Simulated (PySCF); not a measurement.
Species: 2,2-dimethylpyrrolidine, C₆H₁₃N.
SMILES with atom numbers: `[CH3:1][C:2]1([CH3:3])[CH2:4][CH2:5][CH2:6][NH:7]1` (hydrogens: H8, H9, H10 on C1; H11, H12, H13 on C3; H14, H15 on C4; H16, H17 on C5; H18, H19 on C6; H20 on N7)

All values: wB97X-D/def2-SVPD (PySCF, non-relativistic), on one gas-phase PBE0-D3(BJ)/def2-SVP geometry that isn't relaxed in the solvent. The solvent is an IEF-PCM continuum (cavity from Bondi-type radii × 1.2). Specific hydrogen bonds and non-electrostatic terms are outside this model.

Gas phase at wB97X-D/def2-SVPD: HOMO -8.05 eV, LUMO 2.28 eV, dipole 0.99 D.

Task: What does the continuum do to the energy, the frontier levels and the dipole at wB97X-D/def2-SVPD in chloroform?

Result: 
```tsv
solvent	ε	E(solvent) − E(gas) (kcal/mol)	polarisation term (kcal/mol)	distortion of the solute (kcal/mol)	HOMO (eV)	LUMO (eV)	dipole (D)
chloroform	4.711	-2.01	-2.22	0.21	-8.07	2.40	1.31
```

The first energy column is the sum of the next two and covers electrostatics alone.

Task: How does the static polarisability (wB97X-D/def2-SVPD, frozen core, with the continuum's full static response) change?

Result: 
```csv
medium,isotropic (au),principal values (au),⟨r²⟩ of the electrons (bohr²)
gas,78.7,"74.3, 76.2, 85.7",769.7
chloroform,98.3,"94.6, 95.7, 104.6",769.5
```

The isotropic value in chloroform is 1.25 times the gas-phase one; no cavity-field correction is applied. ⟨r²⟩ is taken about the centre of nuclear charge.

Time: 40 s wall. Hardware: one thread of an Arm Neoverse V2, shared host. This is the whole response run at wB97X-D/def2-SVPD in chloroform, SCF included.

The pairwise dispersion term of wB97X-D wasn't added to the energies; at a given geometry it leaves orbitals and properties as they are.
